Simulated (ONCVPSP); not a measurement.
**Which change was made? (Tc, ONCV)**

- Element: technetium (Tc)
- Generator: ONCVPSP 4.0.1
- Type: optimised norm-conserving Vanderbilt (ONCV)
- Functional: PBE
- Relativity: non-relativistic
- Frozen core: [Ar] 3d10
- Valence charge: 15
- Reference configuration: 4s2 4p6 4d4 (charge +3)
- Partial waves: 4s: rc 1.90 bohr, ncon 3, nbas 7, qcut 8.2 1/bohr, 2 projectors, debl 1.5 Ha; 4p: rc 1.70 bohr, ncon 3, nbas 8, qcut 9.8 1/bohr, 3 projectors, debl 1.8 Ha; 4d: rc 1.85 bohr, ncon 4, nbas 8, qcut 7.6 1/bohr, 2 projectors, debl 0.8 Ha
- Local potential: polynomial inside 1.10 bohr (lpopt 1, dvloc0 2 Ha)
- Core correction: Teter function, parameters optimised by the program

In the s channel the program set the typed energies aside and used -3.657, 0.050 Ha. In the p channel the program set the typed energies aside and used -2.738, 0.250, 2.050 Ha. In the d channel the program set the typed energies aside and used -1.308, 0.250 Ha.

Cutoffs, loose and tight: the cutoffs (Ha) at which the residual kinetic energy of the hardest occupied pseudo-wave falls to 1 and 0.1 mHa per electron. They do not see the model core or the augmentation charge, which bear on the density cutoff. Test errors are all-electron minus pseudo excitation energies from the reference, over the configurations 4s2 4p6 4d5 5s2; 4s2 4p6 4d5 5s1; 4s2 4p6 4d5; 4s2 4p6 4d5 5p1; variants that change the core or the reference have their own tests. The largest error is taken over the tests solved by every variant that gives reliable tests at all, those not shown here included: 4s2 4p6 4d5; 4s2 4p6 4d5 5s1; 4s2 4p6 4d5 5s2.

The base gives: outcome: generated, projector energies reset by the program; cutoff, loose: 25 Ha; cutoff, tight: 32 Ha; bound ghosts: d; GHOST(+) flags above zero: none; largest test error (meV): +4.7.

(1) After one change the result is: outcome: failed: ERROR pspot: first pseudo wave function has node, program will stop. Which change was it?
A. s: qcut 6.3; p: qcut 7.5; d: qcut 5.9
B. s: qcut 10.9; p: qcut 13; d: qcut 10.1
C. s: qcut 7.4; p: qcut 8.8; d: qcut 6.8
D. s: qcut 11.8; p: qcut 14.1; d: qcut 10.9
E. s: qcut 8.1; p: qcut 9.7; d: qcut 7.5

## Answers

(1) B. The others give: s: qcut 11.8; p: qcut 14.1; d: qcut 10.9 → outcome: generated, projector energies reset by the program; cutoff, loose: 37 Ha; cutoff, tight: 44 Ha; bound ghosts: none; GHOST(+) flags above zero: s, p; largest test error (meV): -2.5 | s: qcut 7.4; p: qcut 8.8; d: qcut 6.8 → outcome: generated, projector energies reset by the program; cutoff, loose: 19 Ha; cutoff, tight: 26 Ha; bound ghosts: none; GHOST(+) flags above zero: s; largest test error (meV): +8.5 | s: qcut 8.1; p: qcut 9.7; d: qcut 7.5 → outcome: generated, projector energies reset by the program; cutoff, loose: 25 Ha; cutoff, tight: 31 Ha; bound ghosts: none; GHOST(+) flags above zero: none; largest test error (meV): +5.1 | s: qcut 6.3; p: qcut 7.5; d: qcut 5.9 → outcome: generated, projector energies reset by the program; cutoff, loose: 18 Ha; cutoff, tight: 60 Ha; bound ghosts: none; GHOST(+) flags above zero: none; largest test error (meV): +15.
